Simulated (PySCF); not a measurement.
Compound: C3H6F2GeO2.
Bonds: F1–C2, C2–F3, C2–Ge4, Ge4–O5, O5–C6, C6–C7, C7–O8, Ge4–O8. Hydrogens: H9 on C2; H10 on Ge4; H11, H12 on C6; H13, H14 on C7.

Computed with PySCF at B3LYP/def2-SVPD, non-relativistic, on one gas-phase PBE0-D3(BJ)/def2-SVP geometry that isn't relaxed in the solvent. The solvent is an IEF-PCM continuum (van der Waals radii × 1.2), and excitations are vertical TDDFT with non-equilibrium linear response and a frozen core. The model holds no explicit solvent molecules, cavitation or dispersion. Spin–orbit coupling is left out although an atom past zinc is present.

Gas-phase singlets (H = HOMO, L = LUMO):

```
state  E (eV)  λ (nm)      f    leading configurations
   S1   6.177     201  0.003                   H→L 96%
   S2   6.212     200  0.008                 H-1→L 95%
   S3   6.897     180  0.000      H→L+1 62%, H→L+2 26%
   S4   7.026     176  0.001  H-1→L+1 74%, H-1→L+2 10%
   S5   7.078     175  0.006      H→L+2 61%, H→L+1 30%
```

**Question.** What are the lowest 5 singlets in acetonitrile (ε = 35.69)?

**Answer.** 
```tsv
state	E (eV)	λ (nm)	f	leading configurations	change by rank (eV)
S1	6.272	198	0.004	H→L 69%, H-1→L 29%	+0.095
S2	6.290	197	0.011	H-1→L 69%, H→L 29%	+0.078
S3	6.895	180	0.000	H→L+1 90%	-0.002
S4	7.049	176	0.000	H-1→L+1 92%	+0.023
S5	7.270	171	0.026	H→L+2 59%, H-2→L 33%	+0.192
```

**Question.** How do the frontier levels move from gas to acetonitrile?

**Answer.** 
```csv
orbital,gas (eV),solvent (eV),change (eV),"Löwdin shares, gas","Löwdin shares, solvent"
LUMO+2,0.27,0.55,+0.28,"Ge4 21 %, H10 20 %, C2 14 %, O8 13 %","H10 28 %, Ge4 26 %, C2 14 %, O8 10 %"
LUMO+1,0.15,0.27,+0.12,"Ge4 30 %, H10 12 %, C7 8 %, O8 7 %","Ge4 27 %, O8 13 %, C7 9 %, O5 8 %"
LUMO,-0.59,-0.40,+0.19,"Ge4 37 %, O5 12 %, C2 12 %, H10 12 %","Ge4 35 %, O5 14 %, C2 13 %, H10 11 %"
HOMO,-7.79,-7.69,+0.10,"O8 34 %, O5 27 %, C7 12 %, C6 10 %","O8 41 %, O5 16 %, C7 13 %, C6 9 %"
HOMO-1,-7.91,-7.80,+0.11,"O5 25 %, O8 17 %, C2 13 %, Ge4 11 %","O5 33 %, C2 13 %, Ge4 10 %, O8 8 %"
HOMO-2,-8.81,-8.69,+0.12,"O8 23 %, C7 18 %, O5 16 %, C6 11 %","O8 23 %, C7 18 %, O5 15 %, C6 12 %"
HOMO-3,-9.30,-9.30,0.00,"O5 46 %, O8 32 %, Ge4 7 %, C6 5 %","O5 39 %, O8 19 %, Ge4 9 %, C6 8 %"
```

The HOMO–LUMO gap goes from 7.20 to 7.29 eV.

The run took 94 s of wall time on one thread of an Arm Neoverse N1, on a shared host, and the process peaked at 1.2 GiB of memory. This is the whole response run at B3LYP/def2-SVPD in acetonitrile, SCF included.
